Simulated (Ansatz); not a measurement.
Energy difference R1 + R2 → P1 + P2, each structure at its B3LYP-D3(BJ)/def2-TZVP stationary point, reached from a drawn start (curvature not checked).
P1: H atom, charge 0, multiplicity 2.
R1, H2 (SMILES [H][H]) (charge 0, multiplicity 1):
```xyz
2

H      0.000     0.000     0.372
H      0.000     0.000    -0.372
```
R2: O atom, charge 0, multiplicity 3.
P2: OH (SMILES [OH]), charge 0, multiplicity 2.

P less R. No zero-point or thermal terms; singlets are restricted closed shells; open shells are unrestricted; no spin–orbit coupling.

The values were computed with Ansatz (a first-principles code). All values are computed, each at the level named.

Question: One of these levels gives -3.7 kJ/mol for the reaction energy. Which?
A. SVWN5/def2-TZVPPD
B. PBE/def2-TZVPPD
C. HF/aug-cc-pVDZ
D. r2SCAN/def2-TZVPPD

Answer: D, r2SCAN/def2-TZVPPD. The others give 59.5 (HF/aug-cc-pVDZ), -46.2 (SVWN5/def2-TZVPPD), -22.0 (PBE/def2-TZVPPD)
